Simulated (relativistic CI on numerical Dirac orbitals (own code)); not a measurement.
## Radial parameters of Ba5+

These numbers are calculated, not measured: Dirac-Coulomb-Breit CI, orbitals from a KLI potential per configuration, model QED (radiative potential, 1s self-energy scaled to tabulated hydrogen-like ionisation energies), valence Slater integrals scaled by 0.85, P86 correlation energy added to each configuration (own radial code, finite nucleus).

Slater integrals F^k, G^k are unscaled and averaged over j, outside the closed core [Kr] 4d10; ζ comes from projecting the Hamiltonian with its Breit term on Σ l·s of the shell.

- 5s²5p³: F^2(5p,5p) = 61727, ζ(5p) = 13797 cm⁻¹; <r>(5p) = 1.743, <r^2>(5p) = 3.4 (bohr units).
- 5s5p⁴: F^2(5p,5p) = 61799, G^1(5s,5p) = 80854, ζ(5p) = 13687 cm⁻¹; <r>(5s) = 1.553, <r^2>(5s) = 2.694, <r>(5p) = 1.741, <r^2>(5p) = 3.389 (bohr units).
- 5s²5p²5d: F^2(5p,5p) = 61912, ζ(5p) = 14115, F^2(5p,5d) = 51027, G^1(5p,5d) = 60556, G^3(5p,5d) = 38270, ζ(5d) = 1052.9 cm⁻¹; <r>(5p) = 1.736, <r^2>(5p) = 3.373, <r>(5d) = 2.187, <r^2>(5d) = 5.374 (bohr units).

Averages of the first 10 configurations, taken without configuration mixing, which lowers the lowest level and can move excited configurations by several eV; other configurations of the list can lie among them:

| Configuration | Parity | States | Average energy above the lowest level (eV) |
| --- | --- | --- | --- |
| 5s²5p³ | odd | 20 | 4.0 |
| 5s5p⁴ | even | 30 | 22.3 |
| 5s²5p²5d | even | 150 | 28.1 |
| 5p⁵ | odd | 6 | 43.5 |
| 5s²5p²4f | odd | 210 | 23.4 |
| 5s5p³5d | odd | 400 | 45.4 |
| 5s²5p²5f | odd | 210 | 49.0 |
| 5s²5p²6s | even | 30 | 35.5 |
| 5s²5p²5g | even | 270 | 57.2 |
| 5s²5p4f5d | even | 840 | 47.0 |
